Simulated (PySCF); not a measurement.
## 4-bromostyrene, C₈H₇Br

Cartesian coordinates in Å; atom numbers follow the order of the lines, from 1:
```xyz
16

C     3.6521    0.5926    0.6174
C     2.7095   -0.3460    0.4718
C     1.2632   -0.1392    0.3362
C     0.4241   -1.2540    0.1935
C    -0.9546   -1.1184    0.0616
C    -1.5152    0.1562    0.0715
Br   -3.3812    0.3605   -0.1059
C    -0.7073    1.2864    0.2116
C     0.6662    1.1323    0.3420
H     3.4190    1.6604    0.6506
H     4.7052    0.3183    0.7097
H     3.0243   -1.3954    0.4481
H     0.8635   -2.2550    0.1857
H    -1.5921   -1.9972   -0.0484
H    -1.1569    2.2808    0.2179
H     1.2855    2.0250    0.4508
```

Computed with PySCF 2.14.0, quadratic response CAM-B3LYP/aug-cc-pVDZ first hyperpolarisability, Taylor convention, gas phase. Geometry: PBE0-D3(BJ)/def2-SVP.

The calculation is non-relativistic, which matters for the atoms heavier than Zn.

Q: Give the tensor of the static β(0;0,0) in the axes of these coordinates.

A: In au, Taylor convention; rows are the first index (the induced dipole):
```csv
,xx,yy,zz,xy,xz,yz
x,-412.8,+3.8,-28.9,-22.2,-37.7,-0.3
y,-22.2,+12.9,-3.7,+3.8,-0.3,+1.5
z,-37.7,+1.5,-8.7,-0.3,-28.9,-3.7
```
Norm of βᵢ = ⅓ Σⱼ (βᵢⱼⱼ + βⱼᵢⱼ + βⱼⱼᵢ): 440.4 au, hyper-Rayleigh value 178.4 au.
